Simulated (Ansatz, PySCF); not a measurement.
Reaction R1 → P1 + P2, each structure at its B3LYP-D3(BJ)/def2-TZVP stationary point, reached from a drawn start (curvature not checked).
R1: BF2 (SMILES F[B]F), charge 0, multiplicity 2.
P1: BF (SMILES [B]F), charge 0, multiplicity 1.
P2: F atom, charge 0, multiplicity 2.

P less R. No zero-point or thermal terms; singlets are restricted closed shells; open shells are unrestricted; no spin–orbit coupling.

Cores are frozen in the correlated methods. CBS: X⁻³ extrapolation of the correlation energy, Hartree–Fock from the larger set.

The values were computed with Ansatz (an electronic-structure program); PySCF for M06-2X. Each number belongs to the level named beside it.

```json
[
 {"level": "HF/cc-pVTZ", "reaction energy (kJ/mol)": "382.9"},
 {"level": "PBE/def2-TZVPP", "reaction energy (kJ/mol)": "517.4"},
 {"level": "M06-2X/def2-TZVPP", "reaction energy (kJ/mol)": "497.0"},
 {"level": "MP2/cc-pVTZ", "reaction energy (kJ/mol)": "509.4"},
 {"level": "MP2/CBS(cc-pVTZ, cc-pVQZ)", "reaction energy (kJ/mol)": "522.1"},
 {"level": "CCSD/cc-pVQZ", "reaction energy (kJ/mol)": "460.9"},
 {"level": "CCSD(T)/cc-pVTZ", "reaction energy (kJ/mol)": "?"},
 {"level": "CCSD(T)/cc-pVQZ", "reaction energy (kJ/mol)": "?"},
 {"level": "CCSD(T)/CBS(cc-pVTZ, cc-pVQZ)", "reaction energy (kJ/mol)": "?"}
]
```

Q: Fill in the missing entries.

A: 
- CCSD(T)/cc-pVTZ, reaction energy (kJ/mol): 460.3
- CCSD(T)/cc-pVQZ, reaction energy (kJ/mol): 469.4
- CCSD(T)/CBS(cc-pVTZ, cc-pVQZ), reaction energy (kJ/mol): 475.2
